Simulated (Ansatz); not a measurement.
Reaction (isomerisation): `CN[CH2][GeH3]` → `C[N](C)[GeH3]`

Gas-phase electronic energies from Ansatz, PBE0-D4/def2-TZVP geometries. CCSD(T)/CBS is the MP2 limit (def2-TZVPP, def2-QZVPP) plus CCSD(T) − MP2 in def2-TZVPP, frozen cores. DFT in def2-TZVPP. B3LYP here is the variant with VWN-RPA as its local correlation; programs differ in this. For Ge outer-core shells are correlated without core-valence functions, which leaves a few kJ/mol of doubt a bond. Scalar relativity is left out up to krypton. Each species was taken in one conformer, which may not be the lowest.

```tsv
level	ΔE (kcal/mol)
ωB97X-V	-4.7
B3LYP	-4.0
HF/def2-QZVPP	-5.5
MP2/def2-QZVPP	-5.4
```

(1) What does CCSD(T)/CBS give? (Best estimate.)

Largest T1 diagnostic among the species: 0.011.

## Answers

(1) Computed: -4.6 kcal/mol. The listed levels differ from it by -0.1, 0.6, -0.9, -0.8 kcal/mol.

The D4 term adds −0.9 kcal/mol with B3LYP and −0.5 kcal/mol with PBE0; it sums over pairs of atoms, weighted by their polarisabilities, and B3LYP, whose exchange is more repulsive, gets the larger term.
